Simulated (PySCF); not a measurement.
Compound: 1-(4-fluorophenyl)propan-1-ol, C9H11FO.
Numbering: `[CH3:1][CH2:2][C@H:3]([OH:4])[c:5]1[cH:6][cH:7][c:8]([F:9])[cH:10][cH:11]1` (hydrogens: H12, H13, H14 on C1; H15, H16 on C2; H17 on C3; H18 on O4; H19 on C6; H20 on C7; H21 on C10; H22 on C11)

Geometry (PBE0-D3(BJ)/def2-SVP, Å), atoms numbered from 1 in this order:
```
atom  x, y, z in Å
C1    -2.4289   -0.0002    0.8751
C2    -1.9746   -0.8191   -0.3190
C3    -0.9206   -0.1360   -1.1852
O4    -0.7199   -0.9718   -2.2997
C5     0.3686    0.1140   -0.4329
C6     0.6465    1.3551    0.1457
C7     1.8137    1.5621    0.8777
C8     2.7090    0.5100    1.0214
F9     3.8297    0.6995    1.7165
C10    2.4670   -0.7343    0.4501
C11    1.2943   -0.9240   -0.2740
H12   -1.5966    0.2101    1.5644
H13   -2.8574    0.9661    0.5627
H14   -3.2047   -0.5342    1.4437
H15   -2.8268   -1.0525   -0.9779
H16   -1.5622   -1.7877    0.0111
H17   -1.3260    0.8488   -1.4999
H18   -0.0392   -0.5704   -2.8512
H19   -0.0622    2.1790    0.0213
H20    2.0440    2.5269    1.3333
H21    3.1994   -1.5335    0.5803
H22    1.0871   -1.8896   -0.7412
```

The closed-shell ground state was solved at several levels (PySCF, density fitting, gas phase, non-relativistic).

```tsv
level	basis functions	total energy (Eh)	HOMO (eV)	LUMO (eV)	gap (eV)	dipole (D)
PBE0/pcSseg-1	242	-523.9951	-7.05	-0.60	6.45	1.19
B3LYP/def2-SVPD	314	-524.2973	-6.88	-0.85	6.03	1.18
KT2/pcSseg-2	550	-533.4847	-5.99	-1.50	4.49	1.06
```

Q: What might B3LYP/pcJ-1 (407 basis functions) give for the same quantities?

A: Total energy -524.6672 Eh, HOMO -6.82 eV, LUMO -0.77 eV, gap 6.05 eV, dipole 1.18 D.

Q: Over all these levels, which gives the widest orbital gap and which the narrowest?

A: PBE0/pcSseg-1 (global hybrid, 25 % exact exchange) has the widest, 6.45 eV, and KT2/pcSseg-2 (GGA) the narrowest, 4.49 eV. Functional and basis both differ between the two, so the spread mixes both effects.

Q: How far do the dipole and the HOMO energy spread over the levels?

A: The dipole runs from 1.06 to 1.19 D (mean 1.15 D) and the HOMO from -7.05 to -5.99 eV.

One conformer stands for the species.
